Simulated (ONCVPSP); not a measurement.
## Building the ONCV potential for carbon (C) (PBE, scalar-relativistic).

ONCVPSP 4.0.1 input, shortened (lines: element, Z, core and valence counts, functional; n l f; lmax; l rc ep ncon nbas qcut; lloc lpopt rc5 dvloc0; l nproj debl; icmod fcfact rcfact), PBE, scalar-relativistic:

```
  C 6.00    1    2        4      upf
    1    0    2.00
    2    0    2.00
    2    1    1.75
    1
    0    1.10    0.00    4    8    6.90
    1    1.65    0.00    5    9    9.90
    4    3    0.75    2.00
    0    1    2.20
    1    2    1.60
    2    0.55    0.85
```

(1) Estimate the cutoffs (Ha) at which the residual kinetic energy of the hardest occupied pseudo-wave falls to 1 and 0.1 mHa per electron.

(2) Does the potential have ghost states?

(3) Tests: 2s2 2p2; 2s2 2p1; 2s2 2p0; 2s0 2p4. Which has the largest error in its energy relative to the reference configuration, and how large is it?

## Answers

(1) 25 Ha and 32 Ha.

(2) No bound ghost flagged; no localised positive-energy state flagged.

(3) 2s2 2p0, with +99 meV (all-electron minus pseudo) on +33.38 eV.
